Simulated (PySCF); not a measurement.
Two structures of Si$_{2}$H$_{7}$ClO, closed shell, reached by relaxing down either side of one saddle point (PBE0-D4/def2-TZVP). Energies are electronic, without zero-point energy. Program: PySCF 2.14 with density fitting (its default auxiliary sets; JK sets also for MP2 and CCSD(T)). Basis: def2-TZVPP and def2-QZVPP. Cores are frozen in the correlated methods. Extrapolation: Hartree–Fock as exp(−7.88 √X), correlation as X^−2.97. First:

Si1  (-1.285, 0.304, -0.331)
Si2  (0.149, -1.445, 0.315)
H3  (-1.212, 0.423, -1.816)
H4  (-2.676, -0.043, 0.052)
O5  (-0.938, 1.725, 0.424)
H6  (2.268, 0.617, -0.133)
Cl7  (2.406, 1.897, -0.147)
H8  (0.167, -1.650, 1.788)
H9  (-0.234, -2.719, -0.353)
H10  (1.562, -1.157, -0.098)
H11  (-0.046, 2.069, 0.317)
(Å)

Second:

Si1  (-1.464, 0.846, -1.022)
Si2  (1.492, -1.370, 0.885)
H3  (-2.336, 1.282, -2.137)
H4  (-2.295, 0.302, 0.088)
O5  (-0.600, 2.167, -0.562)
H6  (-0.574, -0.256, -1.491)
Cl7  (1.271, 0.481, 1.780)
H8  (2.409, -2.161, 1.736)
H9  (0.159, -2.004, 0.812)
H10  (2.063, -1.163, -0.463)
H11  (0.036, 2.029, 0.146)
(Å)

Which bonds change from the first to the second?

Si₂H₆O ([OH][SiH2][SiH3]) + HCl → SiH₃Cl ([SiH3][Cl]) + SiH₄O ([OH][SiH3]); bonds formed: Si1–H6, Si2–Cl7; bonds broken: Si1–Si2, H6–Cl7.

Give the saddle point's structure and its height above each. (Judge from chemistry; the value comes from the calculation.)

Computed: 1.406 eV above the first and 2.411 eV above the second (CCSD(T) at an estimated basis limit (MP2 extrapolated from triple and quadruple zeta, plus CCSD(T) − MP2 in triple zeta)).
```
atom    x (Å)    y (Å)    z (Å)
 Si1  -1.1599   0.4798  -0.3294
 Si2   0.7723  -1.2579   0.1019
  H3  -1.4566   0.1313  -1.7330
  H4  -2.0273  -0.2212   0.6412
  O5  -0.9718   2.0631  -0.0627
  H6   0.4725   0.3147   0.0369
 Cl7   1.9576   1.2206   0.7650
  H8   0.9422  -1.5475   1.5332
  H9  -0.3604  -2.0882  -0.4302
 H10   1.9189  -1.3838  -0.8107
 H11  -0.0874   2.2891   0.2878
```

The search had been set up for a four-centre ligand exchange (forming Si1–Cl7, Si2–H6, breaking Si1–Si2, H6–Cl7); from that guess it ended on this step instead.

No T1 diagnostic of these runs exceeds 0.015.

Labels in which every atom is bracketed show which atoms are joined, not bond orders.

For scale, one of the runs: CCSD(T)/def2-TZVPP, 255 basis functions, launched by `OMP_NUM_THREADS=4 python run.py`. Hardware: 4 CPU threads of an Intel Xeon, shared host. Wall time 26 min; peak host memory 5.4 GiB.
